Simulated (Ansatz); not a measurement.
Start from `C=C(O)Cl` and change one atom or group to get `C=[C](O)[AlH2]`.

Ansatz, PBE0-D4/def2-TZVP geometries, multiplicity 1. Each molecule was computed in one conformer, which needn't be the lowest.

```csv
property,`C=C(O)Cl`
size of the dipole moment (B3LYP/def2-TZVPP) / D,2.15
LUMO energy (ωB97M-V/def2-TZVPP) / eV,2.17
"ideal-gas entropy at 298 K and 1 bar (rigid rotor, harmonic PBE0-D4/def2-TZVP) / J/(mol·K)",287
HOMO energy (B3LYP/def2-TZVPP) / eV,-6.79
size of the dipole moment (ωB97M-V/def2-TZVPP) / D,2.15
LUMO energy (PBE0/def2-TZVPP) / eV,0.36
```

(1) What does the change do to each property? (Best estimate.)

Answers

(1) The calculation gave: 
| property | `C=[C](O)[AlH2]` | shift |
| --- | --- | --- |
| size of the dipole moment (B3LYP/def2-TZVPP) / D | 1.03 | -1.12 |
| LUMO energy (ωB97M-V/def2-TZVPP) / eV | -0.10 | -2.27 |
| ideal-gas entropy at 298 K and 1 bar (rigid rotor, harmonic PBE0-D4/def2-TZVP) / J/(mol·K) | 313 | 26 |
| HOMO energy (B3LYP/def2-TZVPP) / eV | -6.67 | 0.12 |
| size of the dipole moment (ωB97M-V/def2-TZVPP) / D | 1.11 | -1.04 |
| LUMO energy (PBE0/def2-TZVPP) / eV | -1.76 | -2.12 |

With PBE0 the HOMO rises by 0.11 eV and the LUMO falls by 2.12 eV, so the gap narrows by about 2.23 eV. PBE moves the HOMO by 0.03 eV and ωB97M-V by 0.12 eV. The zero-point energy changes by 32.2 kJ/mol with +6 modes. Dipoles are sizes alone; their direction can turn.

B3LYP here is the variant with VWN-RPA as its local correlation; programs differ in this.
